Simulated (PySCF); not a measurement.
tetrasilane (H10Si4), SMILES [SiH3][SiH2][SiH2][SiH3].

The structure is a stationary point at ωB97X-D3(BJ)/def2-SVP. One conformer was computed; it need not be the lowest.

Method: ωB97X-D3(BJ)/def2-SVP in PySCF.

Frequencies are harmonic and unscaled.

Computed harmonic wavenumbers and intensities:
| mode | ν (cm⁻¹) | IR (km/mol) | Raman (Å⁴/amu) | depolarisation | moving atoms (share of kinetic energy) |
|---|---|---|---|---|---|
| 1 | 35 | 0.0 | 0.8 | 0.71 | Si 71 %, H 29 % |
| 2 | 76 | 0.3 | 0.7 | 0.37 | Si 75 %, H 25 % |
| 3 | 80 | 0.0 | 0.2 | 0.75 | H 97 % |
| 4 | 120 | 3.2 | 1.4 | 0.75 | Si 76 %, H 24 % |
| 5 | 151 | 0.0 | 0.0 | – | H 91 %, Si 9 % |
| 6 | 319 | 23.2 | 0.1 | 0.75 | H 94 % |
| 7 | 356 | 3.8 | 0.2 | 0.28 | H 93 % |
| 8 | 399 | 0.0 | 30.2 | 0.06 | Si 84 %, H 16 % |
| 9 | 446 | 4.0 | 11.4 | 0.75 | Si 78 %, H 22 % |
| 10 | 454 | 17.7 | 0.2 | 0.75 | H 94 % |
| 11 | 471 | 0.5 | 7.3 | 0.46 | H 65 %, Si 35 % |
| 12 | 496 | 1.9 | 7.6 | 0.70 | Si 59 %, H 41 % |
| 13 | 544 | 17.2 | 10.7 | 0.75 | H 73 %, Si 27 % |
| 14 | 578 | 1.1 | 4.6 | 0.65 | H 75 %, Si 25 % |
| 15 | 670 | 62.9 | 11.4 | 0.75 | H 88 %, Si 12 % |
| 16 | 703 | 10.6 | 31.1 | 0.75 | H 91 %, Si 9 % |
| 17 | 706 | 215.8 | 3.4 | 0.75 | H 88 %, Si 12 % |
| 18 | 756 | 61.9 | 6.0 | 0.75 | H 86 %, Si 14 % |
| 19 | 893 | 77.7 | 11.5 | 0.75 | H 91 %, Si 9 % |
| 20 | 895 | 382.3 | 6.7 | 0.75 | H 92 %, Si 8 % |
| 21 | 920 | 69.4 | 33.9 | 0.75 | H 96 % |
| 22 | 937 | 0.0 | 23.5 | 0.75 | H 95 % |
| 23 | 951 | 120.1 | 7.8 | 0.75 | H 97 % |
| 24 | 954 | 80.0 | 22.2 | 0.75 | H 97 % |
| 25 | 955 | 15.2 | 40.2 | 0.75 | H 98 % |
| 26 | 960 | 10.0 | 5.9 | 0.55 | H 97 % |
| 27 | 2226 | 58.9 | 73.2 | 0.75 | H 98 % |
| 28 | 2229 | 60.2 | 176.7 | 0.29 | H 97 % |
| 29 | 2237 | 93.6 | 160.5 | 0.66 | H 96 % |
| 30 | 2238 | 18.6 | 163.1 | 0.75 | H 96 % |
| 31 | 2240 | 8.5 | 2.1 | 0.75 | H 99 % |
| 32 | 2244 | 8.8 | 489.4 | 0.01 | H 98 % |
| 33 | 2250 | 46.7 | 200.0 | 0.16 | H 96 % |
| 34 | 2251 | 275.4 | 13.3 | 0.75 | H 96 % |
| 35 | 2253 | 239.8 | 22.0 | 0.75 | H 96 % |
| 36 | 2256 | 31.3 | 257.9 | 0.47 | H 96 % |
